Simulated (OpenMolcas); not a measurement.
**SiHCl2F: a line through the functionals**

SiHCl2F: 5 atoms, total charge 0, spin state singlet. As SMILES, `F[SiH](Cl)Cl`. Geometry: relaxed at PBE0-D4/def2-TZVP.

The dipole moment y, in D, basis def2-SVPD; a is the functional's share of exact exchange. Programs: OpenMolcas 26.06.

```
functional     program     a  y (D)
      TPSS  OpenMolcas     0   1.02
    revPBE  OpenMolcas     0   1.01
     B3LYP  OpenMolcas   0.2   1.10
      PBE0  OpenMolcas  0.25      ?
     BHLYP  OpenMolcas   0.5   1.19
```

Question: Fit y = c + s·a to the known rows and predict PBE0.

Answer: 
1. Means of the 4 rows: a = 0.1750, y = 1.080.
2. Σ(Δa)² = 0.1675, Σ(Δa·Δy) = 0.059, so the slope is 0.059/0.1675 = 0.35224.
3. Intercept: 1.080 − (0.35224) × 0.1750 = 1.018. The largest residual of the fit is 0.012.
4. PBE0: 1.018 + (0.35224) × 0.25 = 1.11 D.

The run gave 1.11 D, so the prediction is off by 0.00 D: they agree to the digits shown. More exact exchange makes the molecule more polar here.
